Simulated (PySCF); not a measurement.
Gas-phase reaction: 3 SnH2 + SnCl4 ⇌ 4 SnHCl + 2 H

Method: PySCF energies plus ideal-gas RRHO corrections (1 bar). † marks an energy on the PBE0/def2-TZVP geometry and frequencies; other levels use their own. MP2 freezes the core. Open shells (unrestricted): H (multiplicity 2); the rest are closed-shell singlets. B3LYP is the form with VWN-RPA correlation. Sn: scalar-relativistic def2 core potential, no spin-orbit coupling. SnH2, SnHCl: computed as isolated molecules; such fragments, hydroxides, amides, oligomers or adducts are transient or little studied in the gas. MP2 isn't extrapolated to the basis-set limit.

B3LYP/def2-TZVP† gives ΔH°(298 K) = 260 kJ.

Q: What do MP2/def2-SVP†, PBE0/def2-TZVP, ωB97X-V/def2-TZVP† give?

A: MP2/def2-SVP†: 302 kJ; PBE0/def2-TZVP: 271 kJ; ωB97X-V/def2-TZVP†: 306 kJ. For scale, ΔH°(298 K) is 260 kJ at this level, 301 kJ at ωB97M-V/def2-TZVP†, and runs from 203 to 321 kJ over the 18 levels computed.
